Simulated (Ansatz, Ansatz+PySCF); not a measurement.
```xyz
3

O     0.0000    0.0000   -0.1197
H     0.0000    2.2625    1.6753
H     0.0000   -0.7542    0.4787
```

Basis set: 6-31G* (spherical functions). Left uncorrelated: 1 orbital. Charge 0, multiplicity 1.

Computed with Ansatz (development build ahead of 0.2.0); each method stands on the lowest determinant of its kind that the runs found. Restricted open shells among the atoms or ions are ROHF, correlated in semicanonical orbitals with singles.

Task: Give the atomization energy at this shape (free ground-state atoms in the same class of orbitals less the molecule, no zero-point energy) of singlet H₂O by UHF-CCSDT(Q), UHF-CCSD(T), UHF-MP2, RHF-MP2, UHF, RHF.

Result:

```json
{"method": "UHF-CCSDT(Q)", "atomization energy": "3.89 eV"}
{"method": "UHF-CCSD(T)", "atomization energy": "3.85 eV"}
{"method": "UHF-MP2", "atomization energy": "3.87 eV"}
{"method": "RHF-MP2", "atomization energy": "2.85 eV"}
{"method": "UHF", "atomization energy": "2.72 eV"}
{"method": "RHF", "atomization energy": "-2.88 eV"}
```

Caution for UHF-CCSDT(Q), UHF-CCSD(T), UHF-MP2: a plain start can end on a higher determinant; bonds are stretched, where a single reference can fail. Caution for UHF-CCSDT(Q): the amplitudes may be one of several solutions. Caution for UHF-CCSDT(Q), UHF-CCSD(T), UHF-MP2, UHF: the unrestricted determinant is a mixture of spin states. Caution for RHF-MP2, RHF: an unrestricted determinant lies well below. Caution for RHF-MP2: large amplitudes, a single reference is doubtful. Caution for RHF: the molecule lies well above its atoms at this level.
